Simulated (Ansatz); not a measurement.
C$_{11}$H$_{20}$O$_{2}$, SMILES `CC(C)(C)C(=O)CC(=O)C(C)(C)C` from Hartree–Fock to CCSD(T)

```tsv
atom	x (Å)	y (Å)	z (Å)
C1	-2.329	-1.662	-0.733
C2	-2.030	-0.174	-0.883
C3	-2.924	0.436	-1.959
C4	-2.289	0.534	0.455
C5	-0.571	0.121	-1.246
O6	-0.258	1.181	-1.730
C7	0.507	-0.915	-0.948
C8	0.968	-0.838	0.503
O9	0.476	-1.574	1.323
C10	2.013	0.205	0.915
C11	2.911	-0.413	1.983
C12	1.229	1.377	1.525
C13	2.855	0.712	-0.250
H14	-3.388	-1.793	-0.497
H15	-2.131	-2.208	-1.659
H16	-1.748	-2.115	0.073
H17	-3.972	0.317	-1.677
H18	-2.774	-0.057	-2.923
H19	-2.712	1.498	-2.087
H20	-3.340	0.408	0.730
H21	-1.681	0.114	1.259
H22	-2.081	1.603	0.375
H23	1.332	-0.712	-1.628
H24	0.129	-1.923	-1.102
H25	3.608	0.340	2.357
H26	2.321	-0.792	2.817
H27	3.494	-1.243	1.576
H28	0.586	1.861	0.787
H29	0.616	1.040	2.362
H30	1.935	2.126	1.894
H31	2.247	1.216	-1.004
H32	3.588	1.432	0.123
H33	3.409	-0.099	-0.730
```

The species carries charge 0 and has multiplicity 1. All single points use the PBE0-D4/def2-TZVP geometry. It is one conformer, not always the lowest. Frozen core, restricted reference, the Gaussian-basis code of Ansatz. CBS rows extrapolate triple and quadruple zeta; past MP2 they add the triple-zeta difference.

```json
{"basis": "def2-SVP", "HF (Eh)": "-577.49850", "MP2 corr.": "-1.92285", "CCSD corr.": "-2.04703", "(T)": "?", "CCSD(T) total": "?"}
{"basis": "def2-TZVPP", "HF (Eh)": "-578.14240", "MP2 corr.": "?", "CCSD corr.": "-2.44645", "(T)": "?", "CCSD(T) total": "?"}
{"basis": "def2-QZVPP", "HF (Eh)": "-578.16823", "MP2 corr.": "-2.50747", "CCSD corr.": "–", "(T)": "–", "CCSD(T) total": "–"}
{"basis": "CBS(def2)", "HF (Eh)": "-578.17179", "MP2 corr.": "-2.62111", "CCSD corr.": "?", "(T)": "as TZ", "CCSD(T) total": "?"}
```

Q: Fill in the withheld values. (Estimate.)

A: The calculation gave: def2-SVP (T): -0.06945; def2-SVP CCSD(T) total: -579.61498; def2-TZVPP MP2 corr.: -2.35404; def2-TZVPP (T): -0.10682; def2-TZVPP CCSD(T) total: -580.69567; CBS(def2) CCSD corr.: -2.71352; CBS(def2) CCSD(T) total: -580.99213.
